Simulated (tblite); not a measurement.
Run record: tight-binding relaxation, `[CH2][Si](C)(C)[NH][GeH3]` [radical].

Computed with GFN2-xTB geometry optimisation, gas phase (tblite 0.8.0). Start geometry: from a force field or distance geometry. The command runs a driver script over a list of jobs; the input below is this job's line of settings and its coordinates in Å.

Command:
```bash
OMP_NUM_THREADS=1 python probes_run.py task.json out
```

Input:
```
{"job": {"kind": "relax", "xc": "GFN2-xTB", "basis": "xTB"}, "charge": 0, "multiplicity": 2}
C     -0.664100     1.259200    -1.258100
Si    -0.448400    -0.049000     0.041500
C     -2.016700    -0.204000     1.034000
C     -0.096800    -1.692700    -0.772200
N      0.885100     0.391400     1.179600
Ge     2.458800     0.585600     0.187900
H     -1.515700     0.984100    -1.923900
H     -0.885900     2.238400    -0.764900
H     -2.246400     0.768100     1.517100
H     -2.861900    -0.477400     0.354900
H     -1.910900    -0.985200     1.805900
H      0.115500    -2.462800     0.017400
H     -0.988900    -2.012900    -1.339900
H      0.779300    -1.608600    -1.446200
H      0.650400     1.344700     1.558300
H      3.570500     1.145700     1.129700
H      2.249900     1.579300    -0.979700
H      2.917200    -0.797500    -0.353000
```

Output:
```
step      E/eV     max force
  0    -517.23003    2.015
  1    -517.46880    1.288
  2    -517.58575    0.855
  3    -517.65913    0.692
  4    -517.73212    0.551
  5    -517.75641    0.421
  6    -517.78972    0.619
  7    -517.81795    0.563
  8    -517.84144    0.373
  9    -517.85488    0.220
... (91 lines left out)
101    -517.99798    0.078
102    -517.99813    0.025
103    -517.99836    0.029
104    -517.99863    0.036
105    -517.99885    0.033
106    -517.99909    0.016
107    -517.99914    0.015
108    -517.99916    0.011
109    -517.99918    0.011
110    -517.99920    0.007
```

«max force» is the largest atomic force in eV/Å.

Q: From which step on does the largest force stay under 0.1 eV/Å, and how much energy is left to gain from there?

A: From step 39 (0.079 eV/Å), 16.7 meV above the end.

In short: energy lowered by 17.7 kcal/mol over 110 steps; largest atomic force 0.007 eV/Å at the end.

Hardware: one thread, Intel Xeon at 2.60 GHz (x86_64), no GPU, shared host with 128 logical CPUs at a one-minute load of 14. Cost: 0.95 s wall.
Labels such as C1 count atoms from 1, the log's own numbers from 0.
